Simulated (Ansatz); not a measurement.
```yaml
crystal:
  periodic: [false, false, false]
  atoms:
    - {symbol: C, position_ang: [-0.590394, 0.317492, -1.205004]}
    - {symbol: N, position_ang: [0.456844, 0.917613, -0.766647]}
    - {symbol: Si, position_ang: [0.971682, 0.243616, 0.815871]}
    - {symbol: Al, position_ang: [-0.998696, -1.038632, 0.211730]}
    - {symbol: H, position_ang: [-1.001582, 0.643641, -2.170863]}
    - {symbol: H, position_ang: [0.981804, 1.312315, 1.854511]}
    - {symbol: H, position_ang: [2.363882, -0.280530, 0.726093]}
    - {symbol: H, position_ang: [-2.091541, -2.172613, 0.478509]}
basis:
  gaussian: {orbitals: cc-pVTZ}
magnetization: {spin_polarized: true, initial_magnetization: 2}
hamiltonian: {xc: {name: HF}}
correlation: {method: mp2, frozen_orbitals: {C: 9}}
output: {forces: true}
```

```sh
$ ansatz run in.yaml --threads 2 --pin off --events-out ev --progress --plain --max-ram 4352MiB
```

Task: How does Ansatz answer? (Estimate.)

Result: The calculation gave: The input was rejected before any iteration.
```
Functional definition: HF
Error: "frozen_orbitals" has no count for N
```
